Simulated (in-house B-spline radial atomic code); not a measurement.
Values are calculated unless marked as measured or tabulated.
C6 from the polarisability at imaginary frequency: the carbon ion C²⁺

TDHF linear response of the closed shell [He] 2s2, from a B-spline radial code for spherical atoms; scalar-relativistic (spin-free one-electron X2C), finite nucleus, no spin-orbit coupling.

The dispersion coefficient of two like species is C6 = (3/π) ∫ α(iu)² du from 0 to ∞.

| u (hartree) | α(iu) (bohr³) |
| --- | --- |
| 0 | 4.5 |
| 0.156 | 4.004 |
| 0.364 | 2.725 |
| 0.624 | 1.613 |
| 1.04 | 0.83 |
| 1.56 | 0.4603 |
| 2.34 | 0.247 |
| 3.64 | 0.1221 |
| 5.2 | 0.06858 |
| 7.79 | 0.03573 |
| 13 | 0.01565 |
| 26 | 0.004852 |

Problem. Fit one oscillator, α(iu) = α(0)/(1 + u²/ω²), through u = 0.624 and estimate C6.

Solution. From α(0)/α(iu) − 1 = 4.5/1.613 − 1 = 1.7898, ω = u/√1.7898 = 0.4664 hartree (12.7 eV). London's formula gives C6 = (3/4) α(0)² ω = 0.75 × 4.5² × 0.4664 = 7.084 hartree·bohr⁶, and the oscillator holds f = α(0) ω² = 0.98 electrons, of a sum of oscillator strengths of 4.0.

Problem. How does that compare with the full integral?

Solution. The program's quadrature over all excitations gives C6 = 7.091, so the single oscillator is off by -0.1 %. At the last point the fit gives α = 0.00145 against 0.00485: higher excitations, and deeper shells where there are any, keep the true curve higher at large u.
